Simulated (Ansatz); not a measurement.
Abridged output of a molecular run in Ansatz:

```
Functional definition: HF
1942 factors; integrals over basis functions are off by at most 1.3e-3 eV
mean field evaluation 1: about -26239.0799 eV, gradient 6.3e1 eV
mean field evaluation 2: about -26239.3910 eV, gradient 6.4e1 eV
mean field evaluation 4: about -26246.4957 eV, gradient 3.9e0 eV
mean field evaluation 8: about -26246.5751 eV, gradient 3.2e-1 eV
mean field -26246.57538287 eV, -964.5438547528 hartree, gradient 2.6e-6 eV, S^2 0.000000; 0 other end points of the search recorded, 0 dependent functions left out
15 core orbitals not correlated: weight in the atoms' cores, before any rotation towards them, 1.000 or more for the frozen orbitals, at most 0.000 for the correlated occupied ones
reference -26246.57538287 eV, -964.5438547528 hartree; 22, 22 occupied and 286, 286 virtual orbitals, 1942 factors
second order -37.76629224 eV of doubles, -0.00000000 eV of singles
cycle   1  -37.73827855 eV  change    2.8e-2 eV  update   1.2e-1
cycle   2  -38.49238945 eV  change   -7.5e-1 eV  update   3.3e-2
cycle   3  -38.66678895 eV  change   -1.7e-1 eV  update   1.6e-2
cycle   4  -38.64587601 eV  change    2.1e-2 eV  update   3.4e-3
cycle   5  -38.64374581 eV  change    2.1e-3 eV  update   1.4e-3
cycle   6  -38.64491158 eV  change   -1.2e-3 eV  update   4.2e-4
cycle   7  -38.64467769 eV  change    2.3e-4 eV  update   1.4e-4
cycle   8  -38.64456897 eV  change    1.1e-4 eV  update   4.0e-5
cycle   9  -38.64457366 eV  change   -4.7e-6 eV  update   1.6e-5
perturbative correction -1.27360377 eV, -0.0468040754 hartree
Total energy: -26286.49356031 eV, -966.0108207160 hartree
```

Its atoms:

Cartesian coordinates in Å:
```
N 1.939 -1.523 0.956
Si 1.461 -0.627 -0.394
F 1.286 -1.497 -1.724
O 0.008 0.007 -0.057
Si -1.337 0.737 -0.595
N -2.156 1.332 0.758
F -0.866 1.870 -1.620
H 1.275 -2.056 1.493
H 2.873 -1.889 1.038
H 2.477 0.390 -0.717
H -2.214 -0.158 -1.369
H -1.658 1.718 1.544
H -3.091 1.696 0.686
```

(1) Which basis set was used?
A. cc-pV(Q+d)Z
B. def2-TZVPP
C. def2-QZVPP
D. def2-SVPD

(2) Write the keys of the input that set method, charge and spin (a neutral closed shell needs none for the last two).

Results:

(1) B. It gives 323 functions.

(2) 
```yaml
correlation: {method: ccsd_t}
```
